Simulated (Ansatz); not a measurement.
An input meant for C8H11N5⁺, that is 1-ethyl-3-methylimidazolium dicyanamide with one electron fewer (charge 1, doublet; atoms displaced at random, 0.03 Å in each coordinate).

```yaml
crystal:
  periodic: [false, false, false]
  atoms:
    - {symbol: C, position_ang: [2.883474, 0.277839, -0.082607]}
    - {symbol: C, position_ang: [2.117326, -0.480463, -1.183312]}
    - {symbol: N, position_ang: [0.710053, -0.727835, -0.875737]}
    - {symbol: C, position_ang: [0.346893, -1.662758, 0.019666]}
    - {symbol: C, position_ang: [-1.031885, -1.444763, 0.187320]}
    - {symbol: N, position_ang: [-1.331804, -0.313985, -0.487636]}
    - {symbol: C, position_ang: [-2.659936, 0.285494, -0.690062]}
    - {symbol: C, position_ang: [-0.210163, 0.111390, -1.136741]}
    - {symbol: H, position_ang: [3.967856, 0.483850, -0.426592]}
    - {symbol: H, position_ang: [2.979628, -0.395383, 0.848592]}
    - {symbol: H, position_ang: [2.417084, 1.234740, 0.148272]}
    - {symbol: H, position_ang: [2.179095, 0.148911, -2.151740]}
    - {symbol: H, position_ang: [2.651748, -1.429756, -1.446229]}
    - {symbol: H, position_ang: [0.961404, -2.473302, 0.476141]}
    - {symbol: H, position_ang: [-1.763191, -2.011636, 0.885978]}
    - {symbol: H, position_ang: [-3.183921, 0.140961, 0.404263]}
    - {symbol: H, position_ang: [-3.310702, -0.139589, -1.406701]}
    - {symbol: H, position_ang: [-2.497308, 1.383142, -0.754056]}
    - {symbol: H, position_ang: [-0.146725, 1.044065, -1.764181]}
    - {symbol: N, position_ang: [0.341552, 2.234040, 0.408935]}
    - {symbol: C, position_ang: [-0.292796, 1.913663, 1.392386]}
    - {symbol: N, position_ang: [-0.885510, 1.560388, 2.468730]}
    - {symbol: C, position_ang: [-1.743486, 0.608177, 2.555497]}
    - {symbol: N, position_ang: [-2.561482, -0.323598, 2.564598]}
basis:
  gaussian: {orbitals: "6-31++G**"}
total_charge: 1
magnetization: {spin_polarized: true, initial_magnetization: 1}
hamiltonian: {xc: {name: PBE1PBE}}
scf: {omitted_lower_state_checks: [starts]}
output: {forces: true}
```

```sh
$ ansatz run in.yaml --threads 4 --pin off --events-out ev --progress --plain --max-ram 6963MiB
```

Shortened log:

```
Error: YAML parse error: error: line 32 column 19: hamiltonian.xc: no functional is named "PBE1PBE"; the names, which are not case-sensitive, are SVWN5, SPW92, PBE, PBE0, PBEsol, revPBE, revPBE0, RPBE, rPW86-PBE, HSE06, wPBEh, LC-wPBE, HISS, HF, BLYP, B3LYP, B3LYP5, BHLYP, CAM-B3LYP, r2SCAN, r2SCANh, r2SCAN0, r2SCAN50, m-r2SCAN, B97, wB97, wB97X, wB97X-V, B97M-V, wB97M-V, B2PLYP, B2GP-PLYP, PBE0-DH, PBE-QIDH
30 | total_charge: 1
31 | magnetization: {spin_polarized: true, initial_magnetization: 1}
32 | hamiltonian: {xc: {name: PBE1PBE}}
33 | scf: {omitted_lower_state_checks: [starts]}
34 | output: {forces: true}
```

In this input the method's name isn't one that the program takes here. The program refused the input.
